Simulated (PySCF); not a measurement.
C7H16, SMILES CCCCCCC. The structure is a stationary point at B3LYP-D3(BJ)/def2-SVP. Other conformers were not sampled.

Question: Give the equilibrium geometry at B3LYP-D3(BJ)/def2-SVP (PySCF confirms it by a frequency run) as Cartesian coordinates in Å, and its point group. (Estimate from the structure and the level; the computed values follow.)

Answer: One answer among several that fit: point group C2v.
```xyz
23

C     -3.8362     0.0000     0.3512
C     -2.5624     0.0000    -0.4924
C     -1.2807     0.0000     0.3423
C      0.0000     0.0000    -0.4926
C      1.2807     0.0000     0.3423
C      2.5624     0.0000    -0.4924
C      3.8362     0.0000     0.3512
H     -4.7411     0.0000    -0.2768
H     -3.8824     0.8882     1.0034
H     -3.8824    -0.8882     1.0034
H     -2.5594    -0.8808    -1.1598
H     -2.5594     0.8808    -1.1598
H     -1.2811     0.8812     1.0106
H     -1.2811    -0.8812     1.0106
H      0.0000     0.8811    -1.1607
H      0.0000    -0.8811    -1.1607
H      1.2811    -0.8812     1.0106
H      1.2811     0.8812     1.0106
H      2.5594     0.8808    -1.1598
H      2.5594    -0.8808    -1.1598
H      3.8824     0.8882     1.0034
H      4.7411     0.0000    -0.2768
H      3.8824    -0.8882     1.0034
```
